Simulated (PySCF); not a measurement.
From one molecule to another.

First species: C6H10F3P.
Atom-mapped SMILES: `[CH3:1][P:2]([CH:3]1[CH2:4][CH2:5][CH2:6]1)[C:7]([F:8])([F:9])[F:10]` (hydrogens: H11, H12, H13 on C1; H14 on C3; H15, H16 on C4; H17, H18 on C5; H19, H20 on C6)

Cartesian coordinates in Å at the GFN2-xTB level; atoms count from 1:
```
atom  x, y, z in Å
C1    -1.875    1.615   -0.168
P2    -1.103    0.248    0.801
C3     0.449   -0.012   -0.188
C4     1.616    0.930    0.165
C5     2.539   -0.290    0.305
C6     1.314   -1.213    0.243
C7    -2.084   -1.134   -0.040
F8    -2.021   -1.121   -1.384
F9    -1.665   -2.346    0.347
F10   -3.387   -1.050    0.275
H11   -1.344    2.537    0.063
H12   -1.827    1.423   -1.240
H13   -2.914    1.727    0.142
H14    0.220   -0.013   -1.258
H15    1.888    1.652   -0.603
H16    1.467    1.456    1.107
H17    3.121   -0.338    1.222
H18    3.206   -0.415   -0.544
H19    1.364   -2.037   -0.466
H20    1.030   -1.609    1.218
```

Second species: C4H9ClO4S.
Cartesian coordinates in Å at the GFN2-xTB level; atoms count from 1:
```xyz
19
C4H9ClO4S angstrom
C      1.680    1.601    1.144
O      1.186    0.283    1.081
C      0.176    0.071    0.130
C     -1.212    0.482    0.605
S     -2.315   -0.034   -0.734
O     -3.545    0.681   -0.607
O     -1.637    0.026   -1.988
Cl    -2.752   -1.956   -0.343
O      0.064   -1.282   -0.135
C      1.134   -1.835   -0.884
H      2.552    1.561    1.794
H      1.976    1.959    0.152
H      0.943    2.290    1.569
H      0.417    0.633   -0.797
H     -1.350    1.552    0.720
H     -1.496   -0.059    1.502
H      0.890   -2.887   -1.007
H      2.079   -1.728   -0.347
H      1.201   -1.349   -1.862
```

Levels: PBE0/pcSseg-1 for dipole moment, HOMO energy, LUMO energy and HOMO–LUMO gap; GFN2-xTB for rotational constant A and rotational constant C. Geometries: GFN2-xTB. All species are isolated and taken at one optimised geometry, non-relativistic unless stated; the electronic structure was computed with PySCF and density fitting.

The conformers computed, where there is a choice (atom-mapped SMILES and torsion angles):
- `[CH3:1][P:2]([CH:3]1[CH2:4][CH2:5][CH2:6]1)[C:7]([F:8])([F:9])[F:10]`: C1–P2–C3–C4 84°, C1–P2–C7–F8 53°
- `[CH3:1][O:2][CH:3]([CH2:4][S:5](=[O:6])(=[O:7])[Cl:8])[O:9][CH3:10]`: C1–O2–C3–C4 -82°, O2–C3–C4–S5 -175°, C3–C4–S5–O6 -161°, O2–C3–O9–C10 -72°

Problem. Which has the higher HOMO–LUMO gap?

Solution. The first: 7.86 eV against 6.91 eV, a difference of 0.95 eV.

Problem. Which has the higher LUMO energy?

Solution. The first: 0.41 eV against -1.27 eV, a difference of 1.68 eV.

Problem. Which of the two has the higher rotational constant C, and by how much?

Solution. The first: 0.664 GHz against 0.581 GHz, a difference of 0.083 GHz.

Problem. Which of the two has the higher rotational constant A, and by how much?

Solution. The first: 1.911 GHz against 1.587 GHz, a difference of 0.324 GHz.

Problem. Which of the two has the higher HOMO energy, and by how much?

Solution. The first: -7.45 eV against -8.18 eV, a difference of 0.73 eV.

Problem. Which of the two has the higher dipole moment, and by how much?

Solution. The second: 4.62 D against 2.65 D, a difference of 1.97 D.

On the first: The dipole matches unit charges of opposite sign 0.55 Å apart (1 e·Å = 4.8032 D).

On the second: A dipole of 4.62 D is allowed in C1, and pure rotational transitions are dipole-allowed. The dipole matches unit charges of opposite sign 0.96 Å apart (1 e·Å = 4.8032 D).
